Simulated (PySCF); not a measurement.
C₄H₁₀O₂Sn, SMILES C=[CH][SnH]([O]C)[O]C (GFN2-xTB optimised geometry):

```
17

Sn    -1.328    -1.491     0.000
C      0.833    -1.491     0.000
C      1.599    -1.336     1.059
O     -2.204     0.310     0.000
C     -1.910     1.375    -0.857
O     -1.631    -2.211    -1.849
C     -2.857    -2.296    -2.519
H     -2.335    -2.134     1.231
H      1.240    -1.606    -0.997
H      1.204    -1.227     2.055
H      2.677    -1.312     0.971
H     -1.935     1.083    -1.911
H     -2.677     2.134    -0.689
H     -0.932     1.814    -0.640
H     -2.626    -2.491    -3.569
H     -3.434    -1.370    -2.453
H     -3.469    -3.116    -2.137
```

Calculation: PBE0/def2-SVP, def2 effective core potentials past Kr (PySCF).

Task: What are the frontier orbital energies and the dipole moment?

Result: HOMO-2 -7.53 eV, HOMO-1 -7.21 eV, HOMO -7.15 eV, LUMO -0.75 eV, LUMO+1 -0.05 eV; dipole moment 1.60 D.

On the same geometry PBE/def2-SVP, def2 effective core potentials past Kr in PySCF gives HOMO-2 -6.02 eV, HOMO-1 -5.62 eV, HOMO -5.57 eV, LUMO -1.67 eV, LUMO+1 -1.03 eV; dipole moment 1.45 D.
